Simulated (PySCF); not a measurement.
ZnI₂, SMILES [I][Zn][I]. The structure is a stationary point at PBE-D3(BJ)/def2-SVP. The isomer is the one that the SMILES or the coordinates give; other isomers of the formula were not compared. The def2 effective core potentials stand for the cores of I; spin–orbit coupling is left out.

**Question.** Give the equilibrium geometry at PBE-D3(BJ)/def2-SVP (PySCF confirms it by a frequency run) as bond lengths and angles, and its point group. (The exact figures need the calculation; the answer reports its results.)

**Answer.** point group D∞h.
Atoms: Zn1 I2 I3. Bonds (Å): Zn1–I2 2.433, Zn1–I3 2.433. Bond angles (°): I2–Zn1–I3 180.0.
